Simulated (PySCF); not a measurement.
# Electron correlation in Tb(35+) (terbium, charge +35)

Starting occupation: [Ar] 3d10 4s2. All numbers are calculated (PySCF 2.14, X2C-1e with screened-nucleus spin-orbit coupling, Gaussian nucleus, in an even-tempered Gaussian basis (19 s from 1.6 bohr⁻², ratio 2.6; 15 p from 2 bohr⁻², ratio 2.6; 10 d from 2 bohr⁻², ratio 2.6; 6 f from 2.1 bohr⁻², ratio 2.8)). Frozen: [Ar]; 12 electrons correlated; the 94 highest virtual spinors left out.

MP2 pair energies summed by pair of shells (mhartree):

| pair | energy | share (%) |
| --- | --- | --- |
| 3d3/2-3d5/2 | -188.14 | 35.8 |
| 3d5/2-3d5/2 | -132.60 | 25.2 |
| 4s1/2-4s1/2 | -60.38 | 11.5 |
| 3d3/2-3d3/2 | -57.11 | 10.9 |
| 3d5/2-4s1/2 | -53.21 | 10.1 |
| 3d3/2-4s1/2 | -34.58 | 6.6 |

Total MP2 correlation energy: -526.02 mhartree.

The virtual space was cut to 68 spinors, which keep -504.90 of the -526.02 mhartree of MP2 correlation.

```json
{"level": "CCSD", "correlation energy (mhartree)": "-504.58"}
{"level": "(T)", "correlation energy (mhartree)": "-0.85"}
{"level": "CCSD(T)", "correlation energy (mhartree)": "-505.43"}
```

Diagnostics: T1 = 0.00021, largest double amplitude 0.065.

Is a single reference adequate?

Yes: T1 lies below 0.03 and no double amplitude reaches 0.07.

The coupled-cluster values are those of the cut space; adding the MP2 remainder, -21.12 mhartree, estimates the full space.

At this charge the one-electron X2C treatment keeps the bare 1/r₁₂, with no two-electron picture change or Breit term. The effect here is smaller than on the frozen 1s shell.
